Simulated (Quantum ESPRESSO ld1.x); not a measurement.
ld1.x (Quantum ESPRESSO 7.5) input

```
 &input
    zed=80.0,
    iswitch=1,
    rel=2,
    dft='PBE',
    config='[Kr] 4d3 5s0 5p0',
    rel_dist='average',
    verbosity='high',
    lsmall=.true.,
    prefix='ld1',
    max_out_wfc=37,
    file_charge='ld1.rho',
 /
```

Command: `OMP_NUM_THREADS=1 ld1.x < ld1.in > ld1.out`

It prints (banner and zero overlaps left out):

```
     Program LD1 v.7.5 starts

     --------------------------- All-electron run ----------------------------

     dirac relativistic calculation

     atomic number is 80.00
     dft =PBE   lsd =0 sic =0 latt =0  beta=0.20 tr2=1.0E-14
     Exchange-correlation= PBE
                           (   1   4   3   4   0   0   0)
     mesh =2125 r(mesh) = 100.48147 a.u. xmin = -8.00 dx = 0.00800
     1 Ry =  13.60569312 eV, c = 137.03599908

     n l j   nl                  e(Ry)          e(Ha)          e(eV)
     Spin orbit split results
     1 0 0.5 1S 1( 2.00)   -6242.812411277   -3121.406205639 -84937.7898923
     2 0 0.5 2S 1( 2.00)   -1220.010191198    -610.005095599 -16599.0842684
     2 1 0.5 2P 1( 2.00)   -1176.061716757    -588.030858378 -16001.1348119
     2 1 1.5 2P 1( 4.00)   -1032.825020651    -516.412510325 -14052.3002807
     3 0 0.5 3S 1( 2.00)    -391.746206835    -195.873103417  -5329.9786723
     3 1 0.5 3P 1( 2.00)    -372.373317062    -186.186658531  -5066.3970791
     3 1 1.5 3P 1( 4.00)    -339.852900443    -169.926450222  -4623.9342704
     4 0 0.5 4S 1( 2.00)    -176.196674408     -88.098337204  -2397.2778813
     4 1 0.5 4P 1( 2.00)    -167.773468720     -83.886734360  -2282.6743296
     4 1 1.5 4P 1( 4.00)    -157.608119812     -78.804059906  -2144.3677119
     3 2 1.5 3D 1( 4.00)    -308.440693012    -154.220346506  -4196.5494158
     3 2 2.5 3D 1( 6.00)    -301.431417460    -150.715708730  -4101.1833636
     4 2 1.5 4D 1( 1.20)    -144.234872386     -72.117436193  -1962.4154113
     4 2 2.5 4D 1( 1.80)    -142.078932626     -71.039466313  -1933.0823566
     5 0 0.5 5S 1( 0.00)     -99.470896286     -49.735448143  -1353.3704895
     5 1 0.5 5P 1( 0.00)     -95.478270776     -47.739135388  -1299.0480521
     5 1 1.5 5P 1( 0.00)     -91.176151310     -45.588075655  -1240.5147349
     Averaged results
     1 0     1S 1( 2.00)   -6242.812411277   -3121.406205639 -84937.7898923
     2 0     2S 1( 2.00)   -1220.010191198    -610.005095599 -16599.0842684
     2 1     2P 1( 6.00)   -1080.570586020    -540.285293010 -14701.9117911
     3 0     3S 1( 2.00)    -391.746206835    -195.873103417  -5329.9786723
     3 1     3P 1( 6.00)    -350.693039316    -175.346519658  -4771.4218733
     4 0     4S 1( 2.00)    -176.196674408     -88.098337204  -2397.2778813
     4 1     4P 1( 6.00)    -160.996569448     -80.498284724  -2190.4699178
     3 2     3D 1(10.00)    -304.235127681    -152.117563840  -4139.3297845
     4 2     4D 1( 3.00)    -142.941308530     -71.470654265  -1944.8155785
     5 0     5S 1( 0.00)     -99.470896286     -49.735448143  -1353.3704895
     5 1     5P 1( 0.00)     -92.610191132     -46.305095566  -1260.0258406

     final scf error:  7.4E-15 reached in  24 iterations

     Etot =  -37193.680747 Ry,  -18596.840374 Ha, -506045.806365 eV

     Ekin =   43265.576079 Ry,   21632.788040 Ha,  588658.150921 eV
     Encl =  -88153.077423 Ry,  -44076.538712 Ha,-1199383.719267 eV
     Eh   =    8288.880894 Ry,    4144.440447 Ha,  112775.969773 eV
     Exc  =    -595.060297 Ry,    -297.530149 Ha,   -8096.207792 eV

     normalization and overlap integrals

     s(1S/1S) =  1.000000  <r> =   0.0166  <r2> =    0.0004  r(max) =   0.0102
     LC norm =  0.90734522 + SC norm =  0.09265478 =  1.00000000
     s(2S/2S) =  1.000000  <r> =   0.0692  <r2> =    0.0057  r(max) =   0.0590
     LC norm =  0.97871267 + SC norm =  0.02128733 =  1.00000000
     s(2P/2P) =  1.000000  <r> =   0.0569  <r2> =    0.0041  r(max) =   0.0442
     LC norm =  0.97863963 + SC norm =  0.02136037 =  1.00000000
     s(2P/2P) =  1.000000  <r> =   0.0656  <r2> =    0.0052  r(max) =   0.0511
     LC norm =  0.98107727 + SC norm =  0.01892273 =  1.00000000
     s(3S/3S) =  1.000000  <r> =   0.1783  <r2> =    0.0365  r(max) =   0.1656
     LC norm =  0.99272337 + SC norm =  0.00727663 =  1.00000000
     s(3P/3P) =  1.000000  <r> =   0.1686  <r2> =    0.0331  r(max) =   0.1554
     LC norm =  0.99278932 + SC norm =  0.00721068 =  1.00000000
     s(3P/3P) =  1.000000  <r> =   0.1837  <r2> =    0.0391  r(max) =   0.1696
     LC norm =  0.99346795 + SC norm =  0.00653205 =  1.00000000
     s(4S/4S) =  1.000000  <r> =   0.3639  <r2> =    0.1490  r(max) =   0.3570
     LC norm =  0.99694810 + SC norm =  0.00305190 =  1.00000000
     s(4P/4P) =  1.000000  <r> =   0.3604  <r2> =    0.1473  r(max) =   0.3513
     LC norm =  0.99701764 + SC norm =  0.00298236 =  1.00000000
     s(4P/4P) =  1.000000  <r> =   0.3833  <r2> =    0.1663  r(max) =   0.3776
     LC norm =  0.99723016 + SC norm =  0.00276984 =  1.00000000
     s(3D/3D) =  1.000000  <r> =   0.1596  <r2> =    0.0298  r(max) =   0.1324
     LC norm =  0.99361368 + SC norm =  0.00638632 =  1.00000000
     s(3D/3D) =  1.000000  <r> =   0.1642  <r2> =    0.0314  r(max) =   0.1356
     LC norm =  0.99379660 + SC norm =  0.00620340 =  1.00000000
     s(4D/4D) =  1.000000  <r> =   0.3718  <r2> =    0.1582  r(max) =   0.3599
     LC norm =  0.99737311 + SC norm =  0.00262689 =  1.00000000
     s(4D/4D) =  1.000000  <r> =   0.3782  <r2> =    0.1635  r(max) =   0.3657
     LC norm =  0.99742752 + SC norm =  0.00257248 =  1.00000000
     s(5S/5S) =  1.000000  <r> =   0.6294  <r2> =    0.4427  r(max) =   0.6453
     LC norm =  0.99840271 + SC norm =  0.00159729 =  1.00000000
     s(5P/5P) =  1.000000  <r> =   0.6332  <r2> =    0.4499  r(max) =   0.6505
     LC norm =  0.99843922 + SC norm =  0.00156078 =  1.00000000
     s(5P/5P) =  1.000000  <r> =   0.6633  <r2> =    0.4933  r(max) =   0.6825
     LC norm =  0.99852154 + SC norm =  0.00147846 =  1.00000000

     LC charge = 38.50490501 + SC charge =  0.49509499 = 39.00000000

     ------------------------ End of All-electron run ------------------------
```

Run on one thread of a shared host, so times are rough (Intel(R) Xeon(R) Processor @ 2.60GHz): 0.49 s of CPU time, 1.6 s wall, 24 iterations on 2125 mesh points.
